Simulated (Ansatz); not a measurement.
A CCSD(T) single point on CH$_{2}$AlFTe, SMILES `F[CH]1[AlH][Te]1`.

```yaml
crystal:
  periodic: [false, false, false]
  atoms:
    - {symbol: F, position_ang: [0.727531, -1.673586, -0.515512]}
    - {symbol: C, position_ang: [0.336254, -0.367837, -0.627771]}
    - {symbol: Al, position_ang: [-0.116041, 0.681943, 0.942089]}
    - {symbol: Te, position_ang: [-1.934978, -0.107107, -0.473762]}
    - {symbol: H, position_ang: [0.621737, 0.004443, -1.609613]}
    - {symbol: H, position_ang: [0.407495, 1.398045, 2.238367]}
basis:
  gaussian: {orbitals: def2-SVP}
correlation: {method: ccsd_t}
```

```sh
$ ansatz run in.yaml --threads 2 --pin off --events-out ev --progress --plain --max-ram 4352MiB
```

Log, shortened:

```
Functional definition: HF
870 factors; integrals over basis functions are off by at most 1.3e-3 eV
mean field evaluation 1: about -17608.4563 eV, gradient 2.2e1 eV
mean field evaluation 2: about -17608.5556 eV, gradient 2.2e1 eV
mean field evaluation 4: about -17610.0682 eV, gradient 2.9e0 eV
mean field evaluation 8: about -17610.1041 eV, gradient 2.3e-1 eV
mean field -17610.10461439 eV, -647.1594080210 hartree, gradient 2.6e-6 eV, S^2 0.000000; 0 other end points of the search recorded, 0 dependent functions left out
11 core orbitals not correlated: weight in the atoms' cores, before any rotation towards them, 1.000 or more for the frozen orbitals, at most 0.000 for the correlated occupied ones
reference -17610.10461439 eV, -647.1594080210 hartree; 16, 16 occupied and 55, 55 virtual orbitals, 870 factors
second order -13.48565494 eV of doubles, -0.00000000 eV of singles
cycle   1  -13.72804890 eV  change   -2.4e-1 eV  update   1.1e-1
cycle   2  -14.13001222 eV  change   -4.0e-1 eV  update   3.5e-2
cycle   3  -14.23842401 eV  change   -1.1e-1 eV  update   2.1e-2
cycle   4  -14.23246110 eV  change    6.0e-3 eV  update   6.4e-3
cycle   5  -14.22844569 eV  change    4.0e-3 eV  update   3.3e-3
cycle   6  -14.22871550 eV  change   -2.7e-4 eV  update   1.3e-3
cycle   7  -14.22836313 eV  change    3.5e-4 eV  update   5.4e-4
cycle   8  -14.22829222 eV  change    7.1e-5 eV  update   1.9e-4
cycle   9  -14.22834267 eV  change   -5.0e-5 eV  update   7.7e-5
cycle  10  -14.22835283 eV  change   -1.0e-5 eV  update   2.8e-5
perturbative correction -0.46476383 eV, -0.0170797556 hartree
Total energy: -17624.79773105 eV, -647.6993700990 hartree
```

Run time 3.7 s (2 threads of an Arm Neoverse V1 on a shared host); peak host memory 0.26 GiB.

Correlation energy per correlated electron: -0.459 eV. T1 diagnostic: 0.0154.
